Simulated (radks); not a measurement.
Question: All-electron atom: neutral arsenic in [Ar] 3d10 4s2 4p3. Calculated with a radial shooting solver on a logarithmic mesh with Libxc functionals: Dirac Kohn-Sham, PBEsol, spin-unpolarised, spherical densities, finite nucleus; open shells fill j = l - 1/2 first; Fermi nuclear charge, rms radius 4.0968 fm. Some entries of the table are withheld. Estimate them.

orbital  occ.  eigenvalue (hartree)  <1/r> (bohr^-1)  <r^2> (bohr^2)
1s1/2       2             -430.1889            33.45        0.002789
2s1/2       2             -54.56426            7.411         0.04849
2p1/2       2             -48.76208              (1)         0.03749
2p3/2       4             -47.42010              (2)         0.03897
3s1/2       2              -6.97142              (3)          0.4132
3p1/2       2              -5.02294            2.270          0.4381
3p3/2       4              -4.83829            2.218          0.4534
3d3/2       4              -1.50435            1.916             (4)
3d5/2       6              -1.47756            1.902             (5)
4s1/2       2              -0.52993              (6)           4.343
4p1/2       2              -0.19556              (7)             (8)
4p3/2       1              -0.18548              (9)            (10)

Answer: 
(1) 2p1/2 <1/r> (bohr^-1): 7.377
(2) 2p3/2 <1/r> (bohr^-1): 7.162
(3) 3s1/2 <1/r> (bohr^-1): 2.393
(4) 3d3/2 <r^2> (bohr^2): 0.5782
(5) 3d5/2 <r^2> (bohr^2): 0.5866
(6) 4s1/2 <1/r> (bohr^-1): 0.6808
(7) 4p1/2 <1/r> (bohr^-1): 0.5233
(8) 4p1/2 <r^2> (bohr^2): 7.519
(9) 4p3/2 <1/r> (bohr^-1): 0.5115
(10) 4p3/2 <r^2> (bohr^2): 7.850
